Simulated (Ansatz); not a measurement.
ZnSi2H6⁻, that is Zn(SiH3)2 with one electron more. Total charge -1; doublet. Geometry PBE-D4/def2-SVP, that of the neutral singlet; atoms count from 1.

Cartesian coordinates in Å:
```
Zn -0.004 -0.010 0.010
Si 2.247 0.026 0.815
H 2.473 1.123 1.828
H 3.241 0.256 -0.298
H 2.641 -1.269 1.486
Si -2.248 -0.030 -0.811
H -3.253 -0.374 0.262
H -2.441 -1.035 -1.922
H -2.656 1.313 -1.370
```

The highest occupied level of the charge -1 doublet lies above zero (up to 1.21 eV). By energy differences its removal costs 0.18 eV (vertical, to the charge 0 singlet, at PBE0-D4/def2-TZVPD); a positive level beside a positive removal energy at the same level points to self-interaction error.

Estimate the Mulliken populations from the PBE0/def2-TZVPD orbitals of Ansatz.


```json
{"atom": "Zn1", "charge (e)": "-0.83", "spin (α − β)": "0.82", "d electrons": "10.00"}
{"atom": "Si2", "charge (e)": "0.14", "spin (α − β)": "0.06", "d electrons": "–"}
{"atom": "H3", "charge (e)": "-0.07", "spin (α − β)": "-0.01", "d electrons": "–"}
{"atom": "H4", "charge (e)": "-0.07", "spin (α − β)": "0.02", "d electrons": "–"}
{"atom": "H5", "charge (e)": "-0.07", "spin (α − β)": "0.02", "d electrons": "–"}
{"atom": "Si6", "charge (e)": "0.14", "spin (α − β)": "0.06", "d electrons": "–"}
{"atom": "H7", "charge (e)": "-0.07", "spin (α − β)": "0.02", "d electrons": "–"}
{"atom": "H8", "charge (e)": "-0.07", "spin (α − β)": "-0.01", "d electrons": "–"}
{"atom": "H9", "charge (e)": "-0.07", "spin (α − β)": "0.02", "d electrons": "–"}
```
Mulliken values and Mayer orders depend strongly on the basis. With diffuse functions, as here, like atoms can get unlike values, and bond orders can come out too low or too high.

Where does the spin sit?

Summed by element: Zn 0.82, Si 0.11, H 0.06, of 1 unpaired in all. Largest on single atoms: Zn1 0.82, Si2 0.06, Si6 0.06.

And the Mayer bond orders between bonded heavy atoms (over 0.3)?

Zn1–Si2 0.95 (2.39 Å); Zn1–Si6 0.95 (2.39 Å).
